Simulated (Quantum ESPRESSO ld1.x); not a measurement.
Task: The aim is neutral rhenium in [Xe] 4f14 5d5 6s2. This ld1.x (Quantum ESPRESSO 7.5) run was made with `OMP_NUM_THREADS=1 ld1.x < ld1.in > ld1.out`. Can the result be used? Name any fault.

```
 &input
    zed=75.0,
    iswitch=1,
    rel=2,
    dft='PW',
    config='[Xe] 4f14 5d5 6s2',
    lsmall=.true.,
    atom='Re',
    prefix='ld1',
    max_out_wfc=37,
    file_charge='ld1.rho',
 /
```

Output (excerpt):

```
     Program LD1 v.7.5 starts

     --------------------------- All-electron run ----------------------------

     dirac relativistic calculation

     atomic number is 75.00
     dft =PW   lsd =0 sic =0 latt =0  beta=0.20 tr2=1.0E-14
     Exchange-correlation= PW
                           (   1   4   0   0   0   0   0)
     mesh =2117 r(mesh) = 100.53560 a.u. xmin = -8.00 dx = 0.00800
     1 Ry =  13.60569312 eV, c = 137.03599908

     n l j   nl                  e(Ry)          e(Ha)          e(eV)
     Spin orbit split results
     1 0 0.5 1S 1( 2.00)     -5255.3761     -2627.6880    -71503.0345
     2 0 0.5 2S 1( 2.00)      -910.5991      -455.2996    -12389.3325
     2 1 0.5 2P 1( 2.00)      -871.5112      -435.7556    -11857.5134
     2 1 1.5 2P 1( 4.00)      -765.7998      -382.8999    -10419.2374
     3 0 0.5 3S 1( 2.00)      -210.7417      -105.3709     -2867.2874
     3 1 0.5 3P 1( 2.00)      -193.2726       -96.6363     -2629.6077
     3 1 1.5 3P 1( 4.00)      -170.3216       -85.1608     -2317.3435
     4 0 0.5 4S 1( 2.00)       -43.8979       -21.9489      -597.2611
     4 1 0.5 4P 1( 2.00)       -36.6145       -18.3072      -498.1654
     4 1 1.5 4P 1( 4.00)       -31.2421       -15.6210      -425.0704
     3 2 1.5 3D 1( 4.00)      -140.9093       -70.4546     -1917.1682
     3 2 2.5 3D 1( 6.00)      -135.9238       -67.9619     -1849.3368
     5 0 0.5 5S 1( 2.00)        -6.2379        -3.1190       -84.8714
     5 1 0.5 5P 1( 2.00)        -4.0295        -2.0147       -54.8238
     5 1 1.5 5P 1( 4.00)        -3.2158        -1.6079       -43.7529
     4 2 1.5 4D 1( 4.00)       -19.2691        -9.6345      -262.1690
     4 2 2.5 4D 1( 6.00)       -18.2765        -9.1383      -248.6645
     4 3 2.5 4F 1( 6.00)        -3.1887        -1.5943       -43.3842
     4 3 3.5 4F 1( 8.00)        -3.0038        -1.5019       -40.8691
     5 2 1.5 5D 1( 4.00)        -0.4323        -0.2162        -5.8819
     5 2 2.5 5D 1( 1.00)        -0.3680        -0.1840        -5.0063
     6 0 0.5 6S 1( 2.00)        -0.4465        -0.2233        -6.0751
     Averaged results
     1 0     1S 1( 2.00)     -5255.3761     -2627.6880    -71503.0345
     2 0     2S 1( 2.00)      -910.5991      -455.2996    -12389.3325
     2 1     2P 1( 6.00)      -801.0369      -400.5185    -10898.6627
     3 0     3S 1( 2.00)      -210.7417      -105.3709     -2867.2874
     3 1     3P 1( 6.00)      -177.9719       -88.9860     -2421.4316
     4 0     4S 1( 2.00)       -43.8979       -21.9489      -597.2611
     4 1     4P 1( 6.00)       -33.0329       -16.5164      -449.4354
     3 2     3D 1(10.00)      -137.9180       -68.9590     -1876.4694
     5 0     5S 1( 2.00)        -6.2379        -3.1190       -84.8714
     5 1     5P 1( 6.00)        -3.4870        -1.7435       -47.4432
     4 2     4D 1(10.00)       -18.6735        -9.3368      -254.0663
     4 3     4F 1(14.00)        -3.0830        -1.5415       -41.9470
     5 2     5D 1( 5.00)        -0.3937        -0.1969        -5.3566
     6 0     6S 1( 2.00)        -0.4465        -0.2233        -6.0751

     final scf error:  5.1E-15 reached in  23 iterations

     Etot =  -33416.358902 Ry,  -16708.179451 Ha, -454652.724503 eV

     Ekin =   37789.488662 Ry,   18894.744331 Ha,  514152.186010 eV
     Encl =  -83628.537226 Ry,  -41814.268613 Ha,-1137824.213815 eV
     Eh   =   13069.064457 Ry,    6534.532229 Ha,  177813.680411 eV
     Exc  =    -646.374795 Ry,    -323.187398 Ha,   -8794.377110 eV
```

Result: Yes, it can be used (harmless). The line at issue: atom='Re'. atom and zed name the same element, and the result equals that of the sound run.
